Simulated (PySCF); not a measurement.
## Dipole moment and polarisability of `FC(F)/C=C1/CN[SiH2]1`

Species: C4H7F2NSi.
Cartesian coordinates in Å at the GFN2-xTB level; atoms count from 1:
```
atom  x, y, z in Å
F1     2.021    1.339    0.480
C2     2.318    0.190   -0.177
F3     3.072   -0.545    0.692
C4     1.097   -0.565   -0.599
C5    -0.116   -0.240   -0.198
C6    -1.437   -0.881   -0.513
N7    -2.220    0.036    0.302
Si8   -0.966    1.054    0.903
H9     2.977    0.452   -1.022
H10    1.310   -1.413   -1.238
H11   -1.506   -1.922   -0.179
H12   -1.694   -0.840   -1.578
H13   -3.219   -0.045    0.365
H14   -0.694    0.958    2.334
H15   -0.948    2.429    0.406
```

Level: CAM-B3LYP/def2-SVPD (PySCF), static field, nuclei fixed, core orbitals frozen in the response. The polarisability tensor in these axes (au):

```
x   96.41 -2.94 -5.17
y   -2.94 75.52  9.21
z   -5.17  9.21 71.29
```

What are the eigenvalues, a third of the trace, and Δα (Δα² = ½Σ(αi − αj)² over the three pairs)?

Principal values 63.80, 80.93 and 98.50 au; mean 81.08 au = 12.01 Å³ = 13.37 × 10⁻⁴⁰ C²·m²/J; Δα = 30.05 au (37 % of the mean).

What is the dipole moment, and where does it point?

(-1.94, -0.56, -1.76) D, 2.68 D in size, pointing from the negative to the positive side. Measured along this direction, the outermost atoms are F3 at the negative end and H12 at the positive end.

Directions of the eigenvectors, and the extent of the frame along each?

Largest value along (0.94, -0.22, -0.25), where the nuclei span 6.07 Å; middle along (0.33, 0.76, 0.55), 4.03 Å; least along (0.07, -0.61, 0.79), 2.44 Å. The response follows the extents in order.

Rayleigh depolarisation ratio (linearly polarised light, static tensor)?

ρ = 3Δα²/(45ᾱ² + 4Δα²) = 2709.4/(295793 + 3612.5) = 0.00905.

What would n − 1 = 2πNα be for an ideal gas of these molecules at 273.15 K and 1 atm, electronic part alone?

N = p/kT = 2.6868 × 10¹⁹ cm⁻³, so n − 1 = 2π × N × 12.01 × 10⁻²⁴ cm³ = 2028 × 10⁻⁶ at long wavelengths, for an ideal gas.

Molar refractivity from α?

Lorentz–Lorenz: R = (4π/3)N_A α = 2.5225 cm³/(mol·Å³) × 12.01 Å³ = 30.3 cm³/mol, in the limit of long wavelengths.

Traceless (Buckingham) quadrupole moment about the centre of nuclear charge: eigenvalues?

-8.27, -0.42, 8.69 D·Å. The values depend on the origin, since the dipole doesn't vanish. The electronic extent ⟨r²⟩ about the same centre is 1272 bohr², a root-mean-square distance of 2.26 Å for the 70 electrons.

One conformer (not necessarily the lowest) at the GFN2-xTB geometry, without solvent, vibrations or thermal averaging.
